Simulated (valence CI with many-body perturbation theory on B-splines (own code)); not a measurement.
**In44+: E2, E3, M1, M2 decay**

Computed by valence CI with perturbative core correlation (CI+MBPT): three valence electrons over a frozen Dirac-Fock core [He], radial functions for each j: 11 s, 11 p, 9 d, 7 f, 5 g, 2 h, 1 i, with the one-electron correlation potential Σ1 (screened to all orders), the two-electron term Σ2, the three-electron term Σ3, Breit, model QED; selected single and double excitations, second order for the rest (own B-spline code, finite nucleus).

No measured spectrum was set against this ion. As an estimate, large intervals hold to a few tenths of a per cent, small ones and those within an open d or f shell to about a per cent.

Lines 1 to 26 of 26 in falling wavelength, among levels below 4854.0 eV, chosen from the decays that carry over 1 % of a level's rate. Wavelengths and rates use the calculated energies. Electric multipoles are in the length gauge, E1 and E2 with the static RPA response of the core. S is in atomic units (e²a₀⁴ for E2 and M2, e²a₀⁶ for E3), for M1 in squared Bohr magnetons. Weak lines are less certain than strong ones. Lines between different terms over intervals too small for the method are left out, as are lines whose strength nearly cancels. The highest levels of a list are the least certain.

Levels are named by their leading jj configuration (3d3/2^4 stands for four electrons in 3d with j = 3/2), which in mixed levels can hold well under half, so a name can repeat and another be missing. Letters in brackets count levels of one name in rising energy.

```csv
λ vac (nm),Upper,Lower,Type,A (s⁻¹),S (a.u.)
6.456,(2s 2p1/2 2p3/2) J=3/2 [a],(2s 2p1/2^2) J=1/2,M1,5.22e+07,2.08e+00
5.296,(2s^2 2p3/2) J=3/2,(2s^2 2p1/2) J=1/2,M1,5.95e+07,1.31e+00
0.3130,(2s 2p3/2 3p3/2) J=7/2,(2s 2p3/2^2) J=3/2,E2,4.67e+09,1.00e-05
0.3110,(2s^2 3p1/2) J=1/2,(2s^2 2p3/2) J=3/2,E2,2.39e+11,1.24e-04
0.3078,(2s 2p3/2 3p3/2) J=7/2,(2s 2p3/2^2) J=5/2,E2,7.01e+10,1.38e-04
0.3069,(2s 2p3/2 3p3/2) J=1/2 [b],(2s 2p3/2^2) J=3/2,E2,1.22e+11,5.95e-05
0.3066,(2s 2p1/2 3p3/2) J=5/2,(2s 2p1/2 2p3/2) J=5/2,E2,6.66e+10,9.66e-05
0.3037,(2s 2p3/2 3d5/2) J=9/2,(2s 2p3/2^2) J=5/2,M2,2.90e+09,6.70e-06
0.3037,(2s 2p3/2 3d5/2) J=9/2,(2s 2p3/2^2) J=5/2,E3,1.37e+08,1.04e-05
0.3019,(2s 2p3/2 3p3/2) J=1/2 [b],(2s 2p3/2^2) J=5/2,E2,5.43e+10,2.43e-05
0.2916,(2s 2p3/2 3p3/2) J=7/2,(2s 2p1/2 2p3/2) J=5/2,E2,7.18e+10,1.08e-04
0.2907,(2s 2p1/2 3p3/2) J=5/2,(2s 2p1/2^2) J=1/2,E2,1.30e+11,1.45e-04
0.2896,(2s 2p3/2 3p3/2) J=7/2,(2s 2p1/2 2p3/2) J=3/2 [a],E2,9.68e+10,1.41e-04
0.2893,(2s 2p3/2 3p3/2) J=1/2 [b],(2s 2p1/2 2p3/2) J=3/2 [b],E2,1.33e+11,4.82e-05
0.2879,(2s 2p3/2 3d5/2) J=9/2,(2s 2p1/2 2p3/2) J=5/2,M2,5.21e+08,9.20e-07
0.2879,(2s 2p3/2 3d5/2) J=9/2,(2s 2p1/2 2p3/2) J=5/2,E3,1.48e+08,7.71e-06
0.2861,(2s 2p3/2 3d5/2) J=9/2,(2s 2p1/2 2p3/2) J=3/2 [a],E3,2.46e+08,1.23e-05
0.2809,(2p1/2 2p3/2 3d3/2) J=7/2,(2s 2p1/2 2p3/2) J=3/2 [b],E2,1.54e+11,1.93e-04
0.2783,(2p1/2^2 3d3/2) J=3/2,(2s 2p1/2^2) J=1/2,E2,6.12e+11,3.65e-04
0.2781,(2p1/2 2p3/2 3d3/2) J=7/2,(2s 2p1/2 2p3/2) J=5/2,E2,2.95e+11,3.51e-04
0.2777,(2p1/2 2p3/2 3d5/2) J=7/2,(2s 2p1/2 2p3/2) J=5/2,E2,1.02e+11,1.20e-04
0.2770,(2p1/2 2p3/2 3d3/2) J=5/2 [a],(2s 2p1/2 2p3/2) J=3/2 [a],E2,3.14e+11,2.74e-04
0.2769,(2p1/2 2p3/2 3d3/2) J=1/2 [a],(2s 2p1/2 2p3/2) J=3/2 [a],E2,5.71e+11,1.66e-04
0.2769,(2p1/2 2p3/2 3d5/2) J=9/2,(2s 2p1/2 2p3/2) J=5/2,E2,6.49e+11,9.43e-04
0.2763,(2p1/2 2p3/2 3d3/2) J=7/2,(2s 2p1/2 2p3/2) J=3/2 [a],E2,1.87e+11,2.15e-04
0.2760,(2p1/2 2p3/2 3d5/2) J=7/2,(2s 2p1/2 2p3/2) J=3/2 [a],E2,4.54e+11,5.19e-04
```
